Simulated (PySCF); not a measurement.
Structure with atom numbers: `[CH:1]#[C:2][C:3]#[C:4][c:5]1[cH:6][cH:7][c:8]([CH3:9])[cH:10][c:11]1[F:12]`; H(Xn) means a hydrogen on atom n.

Level of theory: GFN2-xTB geometry, NMR shieldings at PBE0/pcSseg-1/GIAO, in PySCF (averaged over atoms made equivalent by symmetry, fast rotation or ring inversion, no relativistic terms, single conformer, isolated molecule).

List the cross peaks expected in HSQC, COSY and HMBC spectra.

Answers



HSQC (one-bond C–H):
```csv
δH,δC
7.79 (H(C6)),142.7 (C6)
7.21 (H(C10)),122.1 (C10)
7.19 (H(C7)),129.6 (C7)
2.51 (H(C9)),24.3 (C9)
2.00 (H(C1)),81.7 (C1)
```

COSY cross peaks (H two or three bonds apart, from the bond graph; peaks can be absent where the dihedral angle is near 90°):
```csv
δH,δH
7.79 (H(C6)),7.19 (H(C7))
```

HMBC (two and three bonds, from the bond graph):
```csv
δH,δC
7.79 (H(C6)),"176.7 (C11), 148.1 (C8), 129.6 (C7), 111.6 (C5), 72.8 (C4)"
7.21 (H(C10)),"176.7 (C11), 148.1 (C8), 129.6 (C7), 111.6 (C5), 24.3 (C9)"
7.19 (H(C7)),"148.1 (C8), 142.7 (C6), 122.1 (C10), 111.6 (C5), 24.3 (C9)"
2.51 (H(C9)),"148.1 (C8), 129.6 (C7), 122.1 (C10)"
2.00 (H(C1)),"90.3 (C3), 73.7 (C2)"
```

Referencing at the same level of theory: $^{1}$H (31.72 ppm) and $^{13}$C (186.93 ppm) against TMS.

Short H···H contacts in this conformer between protons four or more bonds apart (candidates for NOE cross peaks, intensity ∝ r⁻⁶): H(C7)···H(C9) 2.46 Å, H(C9)···H(C10) 2.47 Å.

Shifts are as computed. Against solution values, carbons near 30 ppm lie about +3 ppm off and those near 130 ppm about +5 ppm. Of 1211 compounds with measured shifts, 218 miss one by over three times the rms of a fit or turn the order of signals round; such compounds aren't used in these exercises.
